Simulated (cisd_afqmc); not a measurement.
Input (AFQMC/CISD/cc-pV(D+d)Z; cisd_afqmc is a phaseless AFQMC code with CISD trial states that reads the integrals written by Ansatz): A basis named .json is the Basis Set Exchange file of that set.

Ansatz 0.2 input:
```python
import cisd_afqmc

open("ham.yaml", "w").write("""\
crystal:
  periodic: [false, false, false]
  atoms:
    - {symbol: Si, position_ang: [-0.00000000, -0.00000000, -0.10196874]}
    - {symbol: H, position_ang: [0.00000000, 0.00000000, 1.42756239]}
basis:
  gaussian:
    orbitals: cc-pV_D+d_Z.json
magnetization: {spin_polarized: true, initial_magnetization: 1}
correlation: {method: ccsd, electrons: outside_noble_gas, hamiltonian_folder: ham}
""")
rep = cisd_afqmc.ansatz("ham.yaml")
e_ccsd = rep["correlation"]["coupled_cluster"]["energy"]["hartree"]
out = cisd_afqmc.run("ham", e_ccsd, trial="CISD", walkers=200, populations=8, threads=8, dt=0.005, steps=40, early=24, settle=10, least=32,
    cut=5e-5, rank_cut=2e-4, target=0.0004, seconds=1500, seed=1, memory=17280, gpu=False)
```

Output:

```
orbitals 23, occupied [3, 2], factors 118 of 302, rank of the doubles 52 of 102
E(HF) = -289.431073
E(CCSD) on the cut factors = -289.521149, shift to the whole factors -0.000005
Energy of the trial state on the determinant = -289.521068
  tau behind 7.2 of longer steps, mean of the populations' last blocks
   2.0  -289.52360
   4.0  -289.52310
   6.0  -289.52296
   8.0  -289.52376
blocks 259 (3 outliers left out), error by blocks joined: 1: 0.00004, 2: 0.00005, 4: 0.00006, 8: 0.00008, 16: 0.00008
E(AFQMC/CISD) = -289.52313 +/- 0.00008
```
